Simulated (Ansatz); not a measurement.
ZrBrF₃⁺. Total charge 1; doublet. Geometry PBE0-D4/def2-SVP; atoms count from 1.

Cartesian coordinates in Å:
```
Zr -0.2226 0.1630 0.0471
Br 1.9031 -1.6642 -0.3527
F 0.6435 1.7423 -0.4063
F -0.7364 0.0729 1.8274
F -1.5875 -0.3139 -1.1155
```

In the def2 sets Zr takes a core potential; there is no spin–orbit coupling. No other spin state of charge 1 was run.

Q: Estimate the Mulliken populations from the PBE0/def2-TZVP orbitals of Ansatz.

A: 
```csv
atom,charge (e),spin (α − β),d electrons
Zr1,1.79,-0.02,1.68
Br2,0.27,1.01,–
F3,-0.35,0.01,–
F4,-0.35,0.00,–
F5,-0.35,0.00,–
```
Mulliken values and Mayer orders depend strongly on the basis.

Q: Where does the spin sit?

A: Summed by element: Zr -0.02, Br 1.01, F 0.01, of 1 unpaired in all. Largest on single atoms: Br2 1.01, Zr1 -0.02, F3 0.01.

Q: And the Mayer bond orders between bonded heavy atoms (over 0.3)?

A: Zr1–Br2 0.48 (2.83 Å); Zr1–F3 1.06 (1.86 Å); Zr1–F4 1.06 (1.86 Å); Zr1–F5 1.06 (1.86 Å).
